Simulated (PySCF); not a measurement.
Job file and geometry (Å, from GFN2-xTB) of an NMR shielding run on `InChI=1S/C6H6BF3/c1-2-3-6(4-5-8)7(9)10/h2-5H,1H2/b5-4+,6-3-`, GIAO PBE0/pcSseg-1 NMR shielding, non-relativistic, gas phase in PySCF; density fitting, a coarse starting grid and PySCF grid level 2 are the driver's defaults:

```
$ OMP_NUM_THREADS=1 python probes_run.py task.json out

{"job": {"kind": "nmr", "xc": "PBE0", "basis": "pcSseg-1"}, "charge": 0, "multiplicity": 1}
C      3.193431     0.068384     0.174285
C      1.969898     0.376070    -0.262145
C      0.789773    -0.213981     0.298737
C     -0.505662     0.006424    -0.066053
C     -1.518295    -0.735625     0.671495
C     -2.836053    -0.615920     0.545988
F     -3.656807    -1.355831     1.308490
B     -0.918081     0.978470    -1.212902
F     -2.124979     0.994919    -1.753907
F     -0.116578     1.874611    -1.761058
H      3.349998    -0.643142     0.968891
H      4.074754     0.516842    -0.249281
H      1.850277     1.090245    -1.060783
H      0.975154    -0.921493     1.100637
H     -1.151854    -1.440027     1.407966
H     -3.382574     0.029000    -0.121771
```

Question: Write the output of this run.

Answer: 
```
coarse grid: 14584 points
cycle   1  E = -555.8745459888  dE =  1.412e+00  |g| = 7.492e-01  |ddm| = 3.777e+00
cycle   2  E = -555.7960292190  dE =  7.852e-02  |g| = 1.043e+00  |ddm| = 1.127e+00
cycle   3  E = -555.9695720086  dE = -1.735e-01  |g| = 1.114e-01  |ddm| = 7.017e-01
cycle   4  E = -555.9720680121  dE = -2.496e-03  |g| = 6.072e-02  |ddm| = 1.599e-01
cycle   5  E = -555.9730207766  dE = -9.528e-04  |g| = 1.569e-02  |ddm| = 6.411e-02
cycle   6  E = -555.9730823819  dE = -6.161e-05  |g| = 2.922e-03  |ddm| = 1.592e-02
cycle   7  E = -555.9730843905  dE = -2.009e-06  |g| = 1.098e-03  |ddm| = 3.093e-03
final grid: 145504 points
cycle   8  E = -556.0467690742  dE = -6.829e-05  |g| = 7.730e-03  |ddm| = 4.150e-02
cycle   9  E = -556.0467673118  dE =  1.762e-06  |g| = 8.705e-03  |ddm| = 1.222e-02
cycle  10  E = -556.0467821063  dE = -1.479e-05  |g| = 1.440e-03  |ddm| = 6.572e-03
cycle  11  E = -556.0467824534  dE = -3.471e-07  |g| = 2.217e-04  |ddm| = 1.299e-03
cycle  12  E = -556.0467824572  dE = -3.745e-09  |g| = 1.771e-04  |ddm| = 3.227e-04
cycle  13  E = -556.0467824653  dE = -8.167e-09  |g| = 2.821e-05  |ddm| = 1.750e-04
cycle  14  E = -556.0467824655  dE = -2.156e-10  |g| = 7.435e-06  |ddm| = 3.436e-05
converged SCF energy = -556.0467824655

GIAO shielding tensors (ppm)
atom      isotropic    diamagn.    paramagn.     s11        s22        s33       span
  0 C       52.372     252.937    -200.565    -57.470     55.277    159.309    216.780
  1 C       43.216     254.762    -211.547    -71.266     36.732    164.181    235.447
  2 C       22.986     254.447    -231.461    -81.384     25.874    124.469    205.852
  3 C       60.668     258.154    -197.486    -27.904     39.883    170.024    197.928
  4 C       61.662     252.247    -190.585    -28.521     81.319    132.189    160.710
  5 C       21.757     252.104    -230.347    -67.778     54.785     78.264    146.042
  6 F      286.778     468.905    -182.127    193.358    272.550    394.425    201.067
  7 B       77.059     194.706    -117.647     65.543     80.056     85.577     20.034
  8 F      248.887     468.717    -219.830     99.753    289.660    357.248    257.495
  9 F      248.448     469.424    -220.976     98.447    287.874    359.023    260.575
 10 H       25.862      30.962      -5.100     22.577     25.404     29.605      7.028
 11 H       25.815      28.023      -2.209     23.227     25.065     29.152      5.925
 12 H       24.089      32.161      -8.072     20.735     21.236     30.297      9.562
 13 H       24.613      35.159     -10.546     20.751     23.303     29.784      9.033
 14 H       25.403      31.656      -6.253     23.409     23.490     29.311      5.902
 15 H       23.923      30.698      -6.775     19.769     22.817     29.183      9.413
```

Size and cost of the density-fitted run: 200 basis functions, 36 s wall time on 1 thread of an Arm Neoverse V1, shared host.
